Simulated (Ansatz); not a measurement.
# Energy profile

The step: Si₄H₁₀O ([OH][Si]([SiH3])([SiH3])[SiH3]) + SiF₄ ([F][Si]([F])([F])[F]) → Si₅H₉OF₃ ([F][Si]([F])([F])[O][Si]([SiH3])([SiH3])[SiH3]) + HF; bonds formed: Si1–O7, F2–H6; bonds broken: Si1–F2, H6–O7 (atoms numbered as in the saddle structure below).

```xyz
20
angstrom
Si -1.5569 1.7527 -1.1602
F -1.1203 3.1540 0.0301
F -0.9466 2.6119 -2.3319
F -1.6855 0.3409 -1.9256
F -3.0753 1.9792 -0.8069
H -0.5211 2.2123 0.4362
O -0.4917 1.1180 0.0371
Si 0.3462 -0.3673 0.2883
Si -1.1630 -2.1359 -0.0165
Si 1.1053 -0.2878 2.5018
Si 2.1350 -0.4658 -1.2207
H -0.6852 -3.2611 0.8343
H -2.5071 -1.7066 0.4484
H -1.2103 -2.5787 -1.4306
H 1.9154 0.9393 2.7265
H -0.0375 -0.3019 3.4525
H 1.9530 -1.4888 2.7238
H 3.0792 0.6595 -0.9879
H 1.6289 -0.4182 -2.6161
H 2.8376 -1.7557 -0.9825
```

Electronic energies by CCSD(T) at an estimated basis limit (MP2 extrapolated from triple and quadruple zeta, plus CCSD(T) − MP2 in triple zeta), on PBE0-D4/def2-TZVP structures; Si₅H₁₀OF₄, closed shell; no counterpoise correction. Ansatz 0.2.0; basis: def2-TZVPP and def2-QZVPP; cores frozen in the correlated methods. Extrapolation: Hartree–Fock as exp(−7.88 √X), correlation as X^−2.97.

Task: Give the profile in kcal/mol, counted from the separated reactants. (To be estimated.)

Result: Computed:
```csv
point,kcal/mol
"separated: SiF₄ (linked as [F][Si]([F])([F])[F]; Si1, F2, F3, F4, F5; singlet) + Si₄H₁₀O (linked as [OH][Si]([SiH3])([SiH3])[SiH3]; H6, O7, Si8, Si9, Si10, Si11, H12, H13, H14, H15, H16, H17, H18, H19, H20; singlet)",0.00
start structure,-4.60
saddle,20.32
end structure,-2.47
"separated: Si₅H₉OF₃ (linked as [F][Si]([F])([F])[O][Si]([SiH3])([SiH3])[SiH3]; Si1, F3, F4, F5, O7, Si8, Si9, Si10, Si11, H12, H13, H14, H15, H16, H17, H18, H19, H20; singlet) + HF (F2, H6; singlet)",1.92
```

The T1 diagnostic stays at or below 0.014.

The step is the kind of ligand exchange by which a precursor binds to a hydroxyl group, or is hydrolysed, in atomic layer deposition of oxides. Here a small cluster stands in for the surface site.

For scale, one of the runs: CCSD(T)/def2-TZVPP, 505 basis functions, launched by `ansatz run in.yaml --threads 4 --pin off --events-out ev --progress --plain --max-ram 66560MiB --backend cuda --devices 0, --max-vram 37GiB`. Time: 98 s of wall clock on 4 CPU threads of an AMD EPYC 7R13 and a share of one NVIDIA H100; the host was shared. Peak host memory: 2.3 GiB.
